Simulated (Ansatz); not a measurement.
Ideal-gas functions of Br2F2Hf (`[F][Hf]([F])([Br])[Br]`) at 400 K and 1 bar, from an Ansatz frequency run at PBE0-D4/def2-TZVP.

Molar mass 376.29 g/mol, point group C2v (symmetry number 2), electronic degeneracy 1, moments of inertia 361.875, 759.812, 945.125 u Å². Harmonic wavenumbers (cm⁻¹, unscaled): 65, 100, 126, 136, 165, 257, 280, 661, 672.

Use S(trans) = R[1.5 ln M + 2.5 ln T − 1.1517]; rotational temperatures θ = 24.2544 K / I; S(rot) = R[ln(√π/σ · √(T³/θAθBθC)) + 1.5]; for each mode x = 1.438777 ν̃/T, S = R[x/(eˣ − 1) − ln(1 − e⁻ˣ)] and H = RT x/(eˣ − 1); 1 cm⁻¹ = 0.0119627 kJ/mol; R = 8.31446 J/(mol·K).

By hand: the entropy, in J/(mol·K).

Translation 188.9. Rotation: θ = 0.067, 0.0319, 0.0257 K, giving 127.0. Vibration, mode by mode: 20.42, 16.86, 14.97, 14.34, 12.77, 9.26, 8.60, 2.83, 2.74, in all 102.8. Electronic 0.0. Sum 418.7 J/(mol·K).

By hand: H − E and G − E in kJ/mol, counted from the electronic energy.

Zero-point energy ½ × 2462 × 0.0119627 = 14.7; thermal vibration 18.9; translation, rotation and pV give 4 RT = 13.3. H − E = 46.9 kJ/mol, and G − E = 46.9 − 400 × 418.7/1000 = -120.6 kJ/mol.

Vibration gives 25 % of the entropy, 66.6 J/(mol·K) of it from the modes under 150 cm⁻¹: soft modes count most, and the harmonic formula is weakest for them.
